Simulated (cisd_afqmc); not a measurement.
Input (AFQMC/CISD/aug-cc-pVQZ; cisd_afqmc is a phaseless AFQMC code with CISD trial states that reads the integrals written by Ansatz):

Ansatz 0.2 input:
```python
import cisd_afqmc

open("ham.yaml", "w").write("""\
crystal:
  periodic: [false, false, false]
  atoms:
    - {symbol: F, position_ang: [0.00000000, 0.00000000, 0.00000000]}
basis:
  gaussian:
    orbitals: aug-cc-pVQZ
total_charge: -1
magnetization: {spin_polarized: false}
correlation: {method: ccsd, electrons: outside_noble_gas, hamiltonian_folder: ham}
scf: {lower_state_search: full}
""")
rep = cisd_afqmc.ansatz("ham.yaml")
e_ccsd = rep["correlation"]["coupled_cluster"]["energy"]["hartree"]
out = cisd_afqmc.run("ham", e_ccsd, trial="CISD", walkers=100, populations=8, threads=8, dt=0.005, steps=40, early=24, settle=10, least=32,
    cut=5e-5, rank_cut=2e-4, target=0.0004, seconds=1500, seed=1, memory=12960, gpu=False)
```

Output:

```
orbitals 79, occupied [4], factors 369 of 495, rank of the doubles 177 of 300
E(HF) = -99.457462
E(CCSD) on the cut factors = -99.765819, shift to the whole factors -0.000000
Energy of the trial state on the determinant = -99.765760
  tau behind 7.2 of longer steps, mean of the populations' last blocks
   2.0  -99.77691
   4.0  -99.77727
   6.0  -99.77693
   8.0  -99.77736
  10.0  -99.77936
blocks 355 (2 outliers left out), error by blocks joined: 1: 0.00028, 2: 0.00032, 4: 0.00037, 8: 0.00039, 16: 0.00039
E(AFQMC/CISD) = -99.77748 +/- 0.00039
```
